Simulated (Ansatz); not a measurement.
Input file for Ansatz (a first-principles code): U-B3LYP-D3(BJ)/def2-TZVP on CH (SMILES [CH]), 2S+1 = 2, a spin state set in the input, which need not be the lowest.

Ansatz 0.2 input:
```yaml
crystal:
  periodic: [false, false, false]
  atoms:
    - {symbol: C, position_ang: [0.55682462, 0.00000000, 0.00000000]}
    - {symbol: H, position_ang: [-0.55682462, 0.00000000, 0.00000000]}
basis:
  gaussian:
    orbitals: def2-TZVP
hamiltonian:
  xc: b3lyp
  dispersion: d3bj
magnetization: {spin_polarized: true, initial_magnetization: 1}
relax: {f_tol: 0.003, max_steps: 120}
```

**Question.** Predict the final total energy.

**Answer.** -38.4976 hartree.
